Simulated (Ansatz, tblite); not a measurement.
Forces on Mo2N2 at its PBE-D4/def2-TZVP geometry. The state is a singlet with charge 0.

In the def2 sets Mo takes a core potential; there is no spin–orbit coupling. The xTB rows come from tblite. The restricted singlet is unstable towards broken spin symmetry in Hartree–Fock (as tested in another run); at PBE-D4/def2-TZVP this wasn't settled. At PBE-D4/def2-TZVP an occupied level lies above an empty one. Another isomer (quintet) lies 1.24 eV lower at PBE0-D4/def2-TZVP; other spin states weren't run for this one.

GFN1-xTB (tblite), largest force 2.18 eV/Å:

```xyz
4
positions Å, forces eV/Å
Mo   -1.311    0.049   -0.335    0.706   -0.029    0.181
Mo    1.311   -0.049    0.335   -0.706    0.029   -0.180
N     0.041    1.208    0.017    0.076    2.177    0.031
N    -0.041   -1.208   -0.017   -0.077   -2.178   -0.031
```

GFN2-xTB (tblite), largest force 1.69 eV/Å:

```
Mo 0.737 -0.031 0.189
Mo -0.737 0.031 -0.188
N 0.060 1.690 0.024
N -0.061 -1.690 -0.025
```

PBE-D4/def2-TZVP (Ansatz), largest force 0.00 eV/Å:

```
Mo 0.004 -0.001 0.001
Mo -0.003 0.002 -0.001
N 0.001 0.000 0.000
N -0.002 -0.001 -0.001
```
